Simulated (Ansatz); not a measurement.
`[NH2][GaH][SeH]` + H₂Se → `[SeH][SeH]` + `[NH2][GaH2]` at 700 K and 1 bar (ligand exchange at the Se–Ga bond).

Computed with Ansatz on PBE0-D4/def2-TZVP structures; ΔE is electronic, products minus reactants. CBS: MP2 limit from def2 TZ/QZ plus the TZ coupled-cluster correction, frozen cores. For Ga, Se outer-core shells are correlated without core-valence functions, which leaves a few kJ/mol of doubt a bond. Scalar relativity is left out up to krypton. Each species was taken in one conformer, which may not be the lowest.

```csv
species,CCSD(T)/CBS energy (Eh),H − E (kJ/mol),S (J/(mol·K))
`[NH2][GaH][SeH]`,-4381.81164,167.7,423.1
H₂Se,-2401.89790,61.1,251.1
`[SeH][SeH]`,-4802.61264,78.5,328.9
`[NH2][GaH2]`,-1981.05479,148.0,331.7
```

H − E and S are ideal-gas, rigid-rotor, harmonic terms from PBE0-D4/def2-TZVP, for one conformer and one mirror image of each species. 1 Eh = 2625.50 kJ/mol, R = 8.31446 J/(mol·K).

Q: By hand: ΔE, ΔH, ΔS and ΔG.

A: ΔE = (-4802.61264) + (-1981.05479) − (-4381.81164) − (-2401.89790) = 0.04211 Eh = 110.6 kJ/mol. Δ(H − E) = 78.5 + 148.0 − 167.7 − 61.1 = -2.3, so ΔH = 108.3 kJ/mol. ΔS = 328.9 + 331.7 − 423.1 − 251.1 = -13.6 J/(mol·K). ΔG = 108.3 − 700 × (-13.6)/1000 = 117.8 kJ/mol.

Q: By hand: the equilibrium constant, and the temperature at which ΔG would vanish if ΔH and ΔS stayed fixed.

A: log₁₀ K = −ΔG/(RT ln 10) = -8.8. ΔH and −TΔS have one sign here, so there is no such temperature.

The number of gas molecules stays the same, so ΔS is small and ΔH decides. A doubt of 5 kJ/mol in ΔE shifts log₁₀ K by 0.4 here. Other conformers and mirror images would add mixing entropy, several J/(mol·K) or more a flexible species. These are equilibria of isolated gas molecules and say nothing of rates. Largest T1 diagnostic: 0.014 (customary marks: 0.02 for closed shells, 0.045 for open ones).
